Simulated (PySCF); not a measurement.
## Vibration and rotation of SiSn

UHF-CCSD(T) constants of SiSn, ³Σ⁻ (triplet), unpaired electrons π ↑↑ (Si def2-TZVPP, Sn def2-TZVPP with ECP28; scalar-relativistic core potentials (PySCF 2.14); masses 27.9769 and 119.9022 u):

- ωe: 349.2 cm⁻¹
- ωexe: 1.04 cm⁻¹
- Be: 0.11744 cm⁻¹
- αe: 0.000484 cm⁻¹
- De to Si + Sn: 2.55 eV

Question: What force constant and bond length do these constants imply?

Answer: Reduced mass μred = 22.684 u; k = 5.8918×10⁻⁷·μred·ωe² (u, cm⁻¹, mdyn/Å) = 1.63 mdyn/Å; Re = √(16.8576/(μred·Be)) (u, cm⁻¹, Å) = 2.516 Å.

Question: Estimate the centrifugal constant D from the Kratzer relation and find the Dunham coefficient a1.

Answer: D = 4Be³/ωe² = 5.31e-08 cm⁻¹; a1 = −1 − αeωe/(6Be²) = -3.04.

Correlated steps freeze 9 core orbitals. These are scalar-relativistic numbers at best; spin–orbit coupling would shift them, the dissociation energy most. The state is the lowest determinant that a PBE0 search found; another state may lie lower at other levels.
